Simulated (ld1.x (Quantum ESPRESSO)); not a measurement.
Pseudopotential generation for Sb: TM, BLYP, scalar-relativistic.

```json
{
  "Element": "Sb (Z = 51)",
  "Generator": "ld1.x (Quantum ESPRESSO) 7.5",
  "Type": "norm-conserving Troullier–Martins (Kleinman–Bylander form)",
  "Functional": "BLYP",
  "Relativity": "scalar-relativistic",
  "Frozen core": "[Ar] 3d10 4s2",
  "Valence charge": "21",
  "Reference configuration": "4p6 4d10 5s2 5p3",
  "Partial waves": "4p (bound): rc 1.40 bohr; 4d (bound): rc 0.90 bohr; 5s (bound): rc 1.90 bohr",
  "Local potential": "the s channel",
  "Core correction": "none"
}
```

Occupied shells without a wave of their own: 5p. They enter only through the test configuration that unscreens the potential.

All-electron outer shells of the reference configuration (BLYP, scalar-relativistic, ld1.x):

| shell | level (eV) | outermost node (bohr) | outermost maximum (bohr) |
| --- | --- | --- | --- |
| 3d | -515.76 | – | 0.24 |
| 4s | -148.54 | 0.39 | 0.73 |
| 4p | -101.50 | 0.39 | 0.76 |
| 4d | -33.28 | 0.38 | 0.84 |
| 5s | -12.73 | 0.95 | 1.88 |
| 5p | -4.69 | 1.04 | 2.32 |

(1) Estimate the cutoffs (Ry, on a coarse ladder) from which the occupation-weighted sum of valence levels, in a spherical-Bessel basis at the reference potential, stays within 10 and 1 mRy of its value at 400 Ry.

(2) Does the potential have ghost states?

(3) Which valence shell sets the plane-wave cutoff?

Results:

(1) 140 Ry and 200 Ry.

(2) No extra level below or beside the all-electron valence levels (p, d, s, f tested).

(3) 4d: its level needs 140 Ry to come within 1 mRy, against 80 Ry for 4p.

Its largest configuration-test error is +11254 meV (4p6 4d10 5s2 5p0), which is poor. 1 of 7 tests not solved or not reliable. Not counted: 4p6 4d10 5s2 5p3.3 (pseudo-atom not self-consistent, printed error -29.3 eV).
